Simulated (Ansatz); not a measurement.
`FC[SiH2]F` + HBr → `FC[SiH2]Br` + H–F at 500 K and 1 bar (ligand exchange at the Si–F bond).

Calculated with Ansatz (gas phase, PBE0-D4/def2-TZVP geometries, no zero-point term in ΔE). CCSD(T)/CBS is the MP2 limit (def2-TZVPP, def2-QZVPP) plus CCSD(T) − MP2 in def2-TZVPP, frozen cores. This one scheme is used for every species. For Br outer-core shells are correlated without core-valence functions, which leaves a few kJ/mol of doubt a bond. Scalar relativity is left out up to krypton. One conformer a species, not always the lowest.

| species | CCSD(T)/CBS energy (Eh) | H − E (kJ/mol) | S (J/(mol·K)) |
| --- | --- | --- | --- |
| `FC[SiH2]F` | -529.16787 | 166.0 | 357.9 |
| HBr | -2573.91920 | 30.5 | 213.7 |
| `FC[SiH2]Br` | -3002.67960 | 164.1 | 384.6 |
| H–F | -100.39570 | 39.4 | 188.7 |

H − E and S are ideal-gas, rigid-rotor, harmonic terms from PBE0-D4/def2-TZVP, for one conformer and one mirror image of each species. 1 Eh = 2625.50 kJ/mol, R = 8.31446 J/(mol·K).

Q: By hand: ΔE, ΔH, ΔS and ΔG.

A: ΔE = (-3002.67960) + (-100.39570) − (-529.16787) − (-2573.91920) = 0.01177 Eh = 30.9 kJ/mol. Δ(H − E) = 164.1 + 39.4 − 166.0 − 30.5 = 7.0, so ΔH = 37.9 kJ/mol. ΔS = 384.6 + 188.7 − 357.9 − 213.7 = 1.7 J/(mol·K). ΔG = 37.9 − 500 × (1.7)/1000 = 37.0 kJ/mol.

Q: By hand: the equilibrium constant, and the temperature at which ΔG would vanish if ΔH and ΔS stayed fixed.

A: log₁₀ K = −ΔG/(RT ln 10) = -3.9. ΔG = 0 at ΔH/ΔS = 22294 K, far beyond where these terms or the molecules hold.

The number of gas molecules stays the same, so ΔS is small and ΔH decides. A doubt of 5 kJ/mol in ΔE shifts log₁₀ K by 0.5 here. Other conformers and mirror images would add mixing entropy, several J/(mol·K) or more a flexible species. These are equilibria of isolated gas molecules and say nothing of rates. Largest T1 diagnostic: 0.011 (customary marks: 0.02 for closed shells, 0.045 for open ones).
